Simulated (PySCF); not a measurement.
Bonds (- single, = double, # triple, : aromatic): C1#C2, C2-C3, C3-C4, C4-C5, C3=C6, C6-C7, C6-S8, S8-Si9. C1 carries H10; C4 carries H11, H12; C5 carries H13, H14, H15; C7 carries H16, H17, H18; Si9 carries H19, H20, H21. Stereochemistry as in C#C/C(CC)=C(/C)S[SiH3].

Theory: NMR shieldings at B3LYP/pcSseg-1/GIAO, PBE0-D3(BJ)/def2-SVP geometry, in PySCF 2.14 (rapidly exchanging positions averaged, one conformer, gas phase, relativity neglected).

δ = σ(ref) − σ, references computed at the same level: ¹³C, ¹H, ²⁹Si vs TMS; ³³S vs CS2.

```json
{"atoms": "C3", "nucleus": "¹³C", "count": "1", "δ (ppm)": "?"}
{"atoms": "H10", "nucleus": "¹H", "count": "1", "δ (ppm)": "3.31"}
{"atoms": "S8", "nucleus": "³³S", "count": "1", "δ (ppm)": "-80"}
{"atoms": "H16/H17/H18", "nucleus": "¹H", "count": "3", "δ (ppm)": "2.11"}
{"atoms": "C5", "nucleus": "¹³C", "count": "1", "δ (ppm)": "15.9"}
{"atoms": "C2", "nucleus": "¹³C", "count": "1", "δ (ppm)": "?"}
{"atoms": "H13/H14/H15", "nucleus": "¹H", "count": "3", "δ (ppm)": "?"}
{"atoms": "H19/H20/H21", "nucleus": "¹H", "count": "3", "δ (ppm)": "?"}
{"atoms": "C7", "nucleus": "¹³C", "count": "1", "δ (ppm)": "24.5"}
{"atoms": "C1", "nucleus": "¹³C", "count": "1", "δ (ppm)": "90.6"}
{"atoms": "Si9", "nucleus": "²⁹Si", "count": "1", "δ (ppm)": "-55.3"}
{"atoms": "C4", "nucleus": "¹³C", "count": "1", "δ (ppm)": "32.9"}
{"atoms": "C6", "nucleus": "¹³C", "count": "1", "δ (ppm)": "149.2"}
{"atoms": "H11/H12", "nucleus": "¹H", "count": "2", "δ (ppm)": "2.20"}
```

Complete the table.

Results:


- C3: 141.4 ppm, fully substituted alkene carbon; as expected for a trigonal carbon in a double bond
- C2: 85.9 ppm, alkyne carbon; sp carbons lie upfield of alkene carbons because the cylindrical π system leaves one tensor component strongly shielded
- H19/H20/H21: 4.48 ppm, hydrogen on a silicon bonded to S
- H13/H14/H15: 1.10 ppm, hydrogen on a methyl carbon

Shifts are as computed. Against solution values, carbons near 30 ppm lie about +2 ppm off and those near 130 ppm about +6 ppm. Of 1211 compounds with measured shifts, 218 miss one by over three times the rms of a fit or turn the order of signals round; such compounds aren't used in these exercises.
